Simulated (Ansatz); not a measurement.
Te2Pd⁻. Charge -1, multiplicity 2. Geometry PBE-D4/def2-TZVPD.

```tsv
atom	x (Å)	y (Å)	z (Å)
Pd1	-0.302	-1.129	-0.238
Te2	1.732	0.073	0.438
Te3	-1.430	1.055	-0.200
```

In the def2 sets Pd, Te take a core potential; there is no spin–orbit coupling. HSE06 is defined as in plane-wave codes, on full-range PBE exchange. Another isomer (doublet) lies 0.17 eV lower at PBE0-D4/def2-TZVPD.

Q: Estimate the α-spin orbital energies around the gap (eV) in Ansatz with PBE-D4/def2-SVPD, PBE0-D4/def2-SVPD, HSE06-D4/def2-TZVPD, ωB97X-V/def2-TZVPD, ωB97M-V/def2-TZVPD.

A: 
```csv
orbital,PBE-D4/def2-SVPD,PBE0-D4/def2-SVPD,HSE06-D4/def2-TZVPD,ωB97X-V/def2-TZVPD,ωB97M-V/def2-TZVPD
HOMO−9,-3.47,-4.77,-4.32,-7.16,-7.14
HOMO−8,-3.40,-4.49,-4.07,-6.75,-6.70
HOMO−7,-2.92,-4.15,-3.72,-6.60,-6.56
HOMO−6,-2.59,-4.04,-3.61,-6.30,-6.26
HOMO−5,-2.45,-3.95,-3.53,-6.29,-6.25
HOMO−4,-1.32,-2.56,-2.14,-4.67,-4.64
HOMO−3,-0.89,-2.05,-1.65,-4.39,-4.34
HOMO−2,-0.86,-1.87,-1.47,-3.95,-3.92
HOMO−1,-0.47,-1.48,-1.11,-3.30,-3.21
HOMO,-0.45,-1.28,-0.90,-3.16,-3.10
LUMO,0.78,1.40,1.09,3.09,2.85
LUMO+1,1.75,2.41,2.06,3.75,3.26
LUMO+2,2.97,3.34,2.82,3.85,3.49
LUMO+3,3.00,3.37,2.91,3.95,3.58
LUMO+4,3.65,4.16,3.29,4.31,3.73
LUMO+5,3.75,4.21,3.43,4.33,3.80
β HOMO,-0.35,-1.14,-0.77,-3.00,-2.97
β LUMO,0.06,0.63,0.30,2.29,2.25
```
